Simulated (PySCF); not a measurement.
## Spin-rotation constants: SMILES C/C=C(\CCl)CC=O, C₆H₉ClO

Geometry:
```csv
atom,x (Å),y (Å),z (Å)
C1,2.244,-1.012,-0.139
C2,0.911,-0.780,0.486
C3,0.003,0.137,0.167
C4,0.154,1.140,-0.927
Cl5,0.482,2.765,-0.215
C6,-1.296,0.247,0.921
C7,-2.495,-0.183,0.119
O8,-2.498,-0.521,-1.030
H9,2.532,-0.219,-0.820
H10,2.236,-1.956,-0.684
H11,3.001,-1.091,0.641
H12,0.679,-1.466,1.293
H13,-0.768,1.238,-1.498
H14,0.982,0.924,-1.596
H15,-1.275,-0.347,1.836
H16,-1.467,1.289,1.213
H17,-3.433,-0.154,0.709
```

Computed with GIAO B3LYP/pcSseg-1 magnetisability, rotational g tensor and spin-rotation constants, non-relativistic, gas phase (PySCF). Geometry: GFN2-xTB.

Q: Give the nuclear spin-rotation constants along the inertial axes (H = +C I·J) beside the isotropic shieldings.

A: Rotational constants 1.7002, 1.3112, 0.8734 GHz. A star marks the isotopologue with that one atom substituted, in its own axes.
| atom | isotope | Caa (kHz) | Cbb (kHz) | Ccc (kHz) | mean (kHz) | σ (ppm) |
| --- | --- | --- | --- | --- | --- | --- |
| Cl5 | 35Cl | 0.326 | 0.246 | 0.169 | 0.247 | 824.3 |
| H9 | 1H | -0.085 | -0.092 | -0.057 | -0.078 | 29.7 |
| H10 | 1H | -0.142 | -0.059 | -0.056 | -0.086 | 30.0 |
| H11 | 1H | -0.118 | -0.090 | -0.048 | -0.085 | 30.0 |
| H12 | 1H | -0.092 | -0.069 | -0.016 | -0.059 | 26.2 |
| H13 | 1H | -0.072 | -0.060 | -0.056 | -0.063 | 27.6 |
| H14 | 1H | -0.094 | -0.084 | -0.024 | -0.067 | 27.3 |
| H15 | 1H | -0.173 | -0.101 | -0.003 | -0.092 | 29.0 |
| H16 | 1H | -0.135 | -0.002 | -0.073 | -0.070 | 28.0 |
| H17 | 1H | 0.016 | -0.064 | -0.008 | -0.019 | 21.9 |
| C1 | 13C* | 0.228 | 0.216 | 0.123 | 0.189 | 164.9 |
| C2 | 13C* | 0.560 | 0.440 | 0.288 | 0.429 | 43.9 |
| C3 | 13C* | 0.574 | 0.435 | 0.299 | 0.436 | 41.3 |
| C4 | 13C* | 0.326 | 0.273 | 0.161 | 0.253 | 133.5 |
| C6 | 13C* | 0.299 | 0.258 | 0.219 | 0.259 | 125.4 |
| C7 | 13C* | 0.878 | 0.396 | 0.418 | 0.564 | -24.3 |
| O8 | 17O* | -1.022 | -0.183 | -0.955 | -0.720 | -351.1 |

For the geometry as given, no vibrational averaging.

Q: How do the rotational constants and the g tensor change when H9, H10, H11, H12, H13, H14, H15, H16, H17 are replaced by deuterium?

A: Constants 1.4729, 1.1950, 0.7956 GHz; g -0.0138, -0.0119, -0.0127, against -0.0128, -0.0149, -0.0143 before.
